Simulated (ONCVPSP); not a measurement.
# How hard is this gadolinium (Gd) ONCV potential?

| Quantity | Value |
| --- | --- |
| Element | gadolinium |
| Generator | ONCVPSP 4.0.1 |
| Type | optimised norm-conserving Vanderbilt (ONCV) |
| Functional | PBE |
| Relativity | scalar-relativistic |
| Frozen core | [Kr] 4d10 |
| Valence charge | 18 |
| Reference configuration | 4f7 5s2 5p6 5d1 6s2 |
| Partial waves | 5s+6s: rc 2.40 bohr, ncon 4, nbas 7, qcut 6.6 1/bohr, 2 projectors; 5p: rc 1.75 bohr, ncon 4, nbas 7, qcut 4 1/bohr, 2 projectors, debl 3 Ha; 5d: rc 3.60 bohr, ncon 3, nbas 8, qcut 3.5 1/bohr, 1 projector; 4f: rc 1.40 bohr, ncon 4, nbas 8, qcut 10.8 1/bohr, local |
| Local potential | the f channel |
| Core correction | Teter function fitted to the true core (icmod 2), fcfact 0.2 |

Task: For each optimised wave give the share of its norm inside rc, the residual kinetic energy above qcut (Ha) and the cutoffs (Ha) for errors of 10, 1, 0.1 and 0.01 mHa per electron.

Result:

```json
{"wave": "5s", "norm inside rc": "0.979", "residual KE": "2.2e-08", "10 mHa": "8.5", "1 mHa": "12.0", "0.1 mHa": "14.8", "0.01 mHa": "17.0"}
{"wave": "6s", "norm inside rc": "0.098", "residual KE": "2.0e-08", "10 mHa": "5.7", "1 mHa": "10.7", "0.1 mHa": "14.0", "0.01 mHa": "16.6"}
{"wave": "5p", "norm inside rc": "0.684", "residual KE": "6.2e-03", "10 mHa": "5.6", "1 mHa": "37.9", "0.1 mHa": "48.0", "0.01 mHa": "65.2"}
{"wave": "p projector 2", "norm inside rc": "0.085", "residual KE": "8.1e-03", "10 mHa": "7.1", "1 mHa": "23.5", "0.1 mHa": "50.0", "0.01 mHa": "59.5"}
{"wave": "5d", "norm inside rc": "0.763", "residual KE": "2.6e-05", "10 mHa": "3.7", "1 mHa": "4.8", "0.1 mHa": "5.6", "0.01 mHa": "11.6"}
{"wave": "4f", "norm inside rc": "0.881", "residual KE": "5.9e-04", "10 mHa": "50.2", "1 mHa": "57.2", "0.1 mHa": "128.0", "0.01 mHa": "178.2"}
```

The occupied waves need 57 Ha and 128 Ha for 1 and 0.1 mHa. Note: ghosts flagged at negative energy: s at -222.1 eV, p at -87.5 eV; GHOST(+) flags only above 600 eV. A true bound ghost makes a file unfit for plane-wave use. 1 of 4 tests not solved or not reliable.
